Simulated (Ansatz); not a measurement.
Ga13N13H30, a nanocrystal cut from zinc blende GaN (hydrogen-capped), relaxed as a singlet with RKS r2SCAN-D4/def2-SVP in Ansatz, starting from the GFN2-xTB geometry. Force threshold 0.03 eV/Å.

Single mean-field runs in def2-SVP are fitted with def2-universal-jkfit.

Start:

```xyz
56

Ga    2.002   -0.039   -1.413
Ga    1.141   -3.130   -0.579
Ga    3.549   -1.707    0.813
Ga    1.734    0.809    1.531
Ga    0.879   -2.296    2.321
Ga   -0.554   -1.402   -3.026
Ga    0.414    1.486   -3.714
Ga    0.220    2.349   -0.657
Ga   -2.311    0.951   -2.278
Ga   -0.728   -0.576    0.099
Ga   -1.114    0.379    3.170
Ga   -2.606    1.896    1.017
Ga   -0.140    3.241    2.378
N     2.537   -1.860   -0.894
N     1.013   -0.307   -3.094
N     0.107   -3.200   -2.332
N     0.717    0.565   -0.098
N    -0.175   -2.358    0.662
N     2.261   -0.984    2.147
N     0.469    1.421    2.908
N    -0.435   -1.480    3.647
N    -1.719   -0.785   -1.566
N    -0.827    2.160   -2.312
N    -1.096    3.011    0.648
N    -3.512    1.650   -0.791
N    -1.989    0.076    1.435
H     3.198    0.913   -1.569
H     1.528   -4.558   -0.171
H     4.672   -0.661    0.612
H     3.849   -3.177    1.264
H     2.933    1.757    1.357
H     1.260   -3.703    2.798
H    -1.348   -1.628   -4.319
H     1.649    2.418   -3.750
H    -0.473    1.226   -4.979
H     1.428    3.287   -0.816
H    -3.145    0.780   -3.554
H    -2.121    0.832    4.236
H    -3.646    2.384    2.035
H     1.114    4.111    2.122
H    -1.238    3.644    3.421
H     3.209   -2.222   -1.583
H     1.663   -0.647   -3.815
H     0.736   -3.589   -3.043
H    -0.665   -3.873   -2.274
H    -0.962   -3.010    0.778
H     2.790   -0.896    3.025
H     0.973    1.546    3.796
H     0.047   -1.408    4.550
H    -1.218   -2.119    3.823
H    -2.527   -1.416   -1.480
H    -1.126    3.091   -2.629
H    -1.400    3.954    0.370
H    -3.860    2.569   -1.085
H    -4.355    1.071   -0.701
H    -2.801   -0.543    1.561
```

Q: Estimate the energy that the relaxation releases and the steps that it takes.

A: 76.5 kJ/mol, in 5 steps; 19 s on 11 threads of AMD EPYC 7R13 on a shared host and a whole NVIDIA H100 80GB HBM3. No frequencies were taken in this run, so the end may be a saddle point.

Q: Does the start keep its bonding and symmetry?

A: By distances, no bond broke or formed. The bond that changes most is Ga10–N17, from 1.85 to 1.90 Å (atoms count from 1). Point group C3v at the start, C3v at the end, both within 0.05 Å.

Q: Predict the relaxed structure.

A: 
Cartesian coordinates in Å:
```
Ga 2.0396 -0.0590 -1.4548
Ga 1.1414 -3.1927 -0.6180
Ga 3.6400 -1.7811 0.8420
Ga 1.7646 0.8147 1.5818
Ga 0.8694 -2.3280 2.3878
Ga -0.5577 -1.4628 -3.0703
Ga 0.4027 1.5149 -3.8307
Ga 0.2017 2.4051 -0.6736
Ga -2.3769 0.9760 -2.2969
Ga -0.7028 -0.5545 0.0959
Ga -1.1284 0.3515 3.2375
Ga -2.6758 1.9255 1.0051
Ga -0.1671 3.3245 2.4599
N 2.5252 -1.8782 -0.8358
N 0.9566 -0.2813 -3.0997
N 0.1193 -3.2060 -2.3442
N 0.7801 0.6155 -0.1064
N -0.0904 -2.3299 0.6619
N 2.2587 -1.0317 2.1061
N 0.4144 1.4419 2.8900
N -0.4247 -1.4781 3.6637
N -1.6619 -0.7303 -1.6059
N -0.8241 2.1059 -2.3430
N -1.1001 2.9826 0.7049
N -3.5167 1.6680 -0.7980
N -1.9382 0.1479 1.4478
H 3.3083 0.8103 -1.7200
H 1.4992 -4.6718 -0.2602
H 4.7816 -0.7257 0.6416
H 3.9281 -3.2651 1.2952
H 3.0116 1.7527 1.5550
H 1.2109 -3.7544 2.9289
H -1.3556 -1.7649 -4.3803
H 1.6520 2.4607 -3.8740
H -0.4990 1.2436 -5.0972
H 1.3255 3.4685 -0.8777
H -3.2855 0.8217 -3.5597
H -2.1461 0.7477 4.3562
H -3.7875 2.4171 1.9881
H 1.1013 4.2096 2.2049
H -1.2788 3.7191 3.5083
H 3.2007 -2.2332 -1.5233
H 1.6103 -0.6143 -3.8186
H 0.7300 -3.6177 -3.0577
H -0.6538 -3.8755 -2.2808
H -0.8909 -2.9627 0.7715
H 2.7929 -0.9382 2.9784
H 0.9231 1.5699 3.7731
H 0.0385 -1.4226 4.5769
H -1.2078 -2.1162 3.8350
H -2.4631 -1.3624 -1.4977
H -1.1145 3.0386 -2.6604
H -1.3945 3.9272 0.4292
H -3.8916 2.5758 -1.0929
H -4.3547 1.0855 -0.7065
H -2.7395 -0.4837 1.5580
```
Bond lengths (bridged metal pairs left out): 37 × Ga–N 1.90 to 2.02 Å; 15 × Ga–H 1.56 to 1.58 Å; 15 × H–N 1.02 to 1.03 Å.
